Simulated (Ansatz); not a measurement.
W(O)2(OH)2 (H2O4W), SMILES [O]=[W](=[O])([OH])[OH], multiplicity 1.

Geometry: PBE0-D3(BJ)/def2-SVP. The geometry has at least one imaginary mode, so it is a saddle point at that level. The spin state was assumed, not searched. The isomer is the one that the SMILES or the coordinates give; other isomers of the formula were not compared. The def2 effective core potentials stand for the cores of W; spin–orbit coupling is left out. The values are those of a single conformer.

Two levels are set side by side: PBE/def2-SVPD (Ansatz, an electronic-structure program) and CAM-B3LYP/def2-SVPD (Ansatz). Energy differences of separate SCF runs at the same geometry; the states with an electron removed or added have multiplicity 2 and 2. Differences are taken from unrounded values.

| quantity | CAM-B3LYP |
|---|---|
| vertical ionisation energy (eV) | 11.18 |
| vertical singlet–triplet gap (eV) | 4.62 |

Q: What does PBE give, and how far is it from CAM-B3LYP? (The exact figures need the calculation; the answer reports its results.)

A: 
| quantity | PBE | PBE minus CAM-B3LYP |
|---|---|---|
| vertical ionisation energy (eV) | 10.82 | -0.36 |
| vertical singlet–triplet gap (eV) | 4.83 | 0.20 |
